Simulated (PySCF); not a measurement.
A small calculation by hand: dipole moment from atomic charges

Si(H)(Cl)2(NH2) (Cl2H3NSi), SMILES [SiH](Cl)(Cl)N. Atoms are numbered in the order given.

```xyz
7

Si     0.4827     0.3224     0.0517
N      0.0094     1.9564    -0.2002
Cl    -0.4285    -0.6317     1.6707
Cl    -0.0519    -0.7388    -1.6444
H      1.9542     0.2663     0.2837
H      0.3337     2.6670     0.4618
H     -0.9438     2.1565    -0.5151
```
Charge 0, spin multiplicity 1.

Geometry optimised at PBE-D3(BJ)/def2-SVP. Other conformers were not sampled.

Charges (e) from B3LYP/def2-TZVPD (PySCF):

| atom | ESP fit | IAO |
|---|---|---|
| Si1 | 0.362 | 1.090 |
| N2 | -0.839 | -0.852 |
| Cl3 | -0.166 | -0.342 |
| Cl4 | -0.113 | -0.316 |
| H5 | 0.009 | -0.136 |
| H6 | 0.374 | 0.278 |
| H7 | 0.373 | 0.278 |

The dipole moment of the full density is 2.27 D.

What dipole moment does each set of point charges give, and which comes closer to that of the density?


μ = Σ q r, and 1 e Å = 4.8032 D.
ESP fit: Σ q r = (0.034, 0.468, 0.078) e Å, |μ| = 2.28 D.
IAO: Σ q r = (0.246, 0.439, 0.122) e Å, |μ| = 2.49 D.
ESP fit comes closer in size. Point charges leave out the atoms' own dipoles (lone pairs, polarised bonds); fits to the potential absorb them, partitions of the density don't.
